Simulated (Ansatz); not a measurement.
Input for Ansatz (development build ahead of 0.2.0):

```yaml
crystal:
  periodic: [false, false, false]
  atoms:
    - { symbol: Ca, position_ang: [0.0, 0.0, 0.0] }
    - { symbol: F, position_ang: [0.0, 0.0, 1.97] }
basis:
  gaussian: { orbitals: pcseg-2 }
magnetization:
  spin_polarized: true
  initial_magnetization: 1
hamiltonian:
  xc: hf
```

The input is written out in the form of the current development build from the run's settings.

Results

```
Converged                       : yes
Total energy                    : -776.30075 hartree
Spin squared of the determinant : 0.750
Stability test                  : minimum
```
